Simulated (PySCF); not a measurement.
C₂H₇O, charge +1, singlet, at a GFN2-xTB geometry, with bond 8-3 at 1.3 times its length. Base run: PySCF with B3LYP/6-31G.

Geometry (Å):
```xyz
10

C     -0.0022     1.2163    -0.2372
O      0.0625    -0.0029     0.5455
C      0.0186    -1.2130    -0.2526
H      0.0371     2.0603     0.4499
H      0.8742     1.2438    -0.8838
H     -0.9088     1.2633    -0.8416
H      0.0724    -2.0650     0.4237
H     -1.1588    -1.2843    -1.0393
H      0.8953    -1.2173    -0.8995
H     -0.6814    -0.0134     1.1835
```
Charge +1, spin multiplicity 1.
All else is at PySCF's defaults.
Base energy -155.25035 Eh.

The base run was repeated with changes; each row names its change, and settings that it needs were set with it.

| change | ΔE vs base (µEh) | SCF cycles | outcome |
|---|---|---|---|
| base | 0.0 | 8 | converged |
| diis = off (with mf.max_cycle = 100) | - | 100 | not converged |
| DIIS = ADIIS | 0.0 | 15 | converged |
| damp = 0.5; diis_start_cycle = 5 | 0.0 | 10 | converged |
| solver = newton | 0.0 | - | converged |
| init_guess = atom | 0.0 | 9 | converged |
| DIIS = EDIIS | - | 50 | not converged |
| conv_tol = 1e-7 | 0.0 | 7 | converged |
| diis = off; damp = 0.3 (with mf.diis_start_cycle = 200; with mf.max_cycle = 150) | 0.0 | 41 | converged |
| conv_tol_grad = 1e-3 | 0.0 | 8 | converged |
| level_shift = 0.3 (with mf.max_cycle = 100) | 0.0 | 11 | converged |
| level_shift = 0.1 (with mf.max_cycle = 100) | 0.0 | 9 | converged |
| diis_space = 2 | 0.0 | 26 | converged |
